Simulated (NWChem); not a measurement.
# SiH2SCl2; SMILES S[SiH](Cl)Cl

```xyz
6

Si    -0.0118     0.0316     0.5156
S      1.4804    -1.2990    -0.2030
Cl     0.2641     1.9427    -0.1965
Cl    -1.7910    -0.7186    -0.1745
H     -0.0583     0.1236     1.9928
H      2.4959    -0.5920     0.3446
```
Atoms are numbered in this order, from 1.

All runs: NWChem. Geometry: optimised at PBE0/def2-SVP. Level PBE/def2-SVP: energy and gradient on several grids; changes count from the extra-fine grid, which is no exact limit either.

### Question
Which is the coarsest grid (xfine; medium; coarse; fine; xcoarse) from which on the energy stays within 100 μHa and each gradient component within 200 μHa/bohr of xfine?

### Answer
medium.
| grid | size of the energy change (μHa) | largest change of a gradient component (μHa/bohr) | time, medium = 1 (rough) |
|---|---|---|---|
| xcoarse | 80 | 2000 | about 1 |
| coarse | 10 | 300 | about 1 |
| medium | < 10 | 100 | about 1 |
| fine | < 10 | < 30 | about 1 |
| xfine | < 10 | < 30 | 2 |
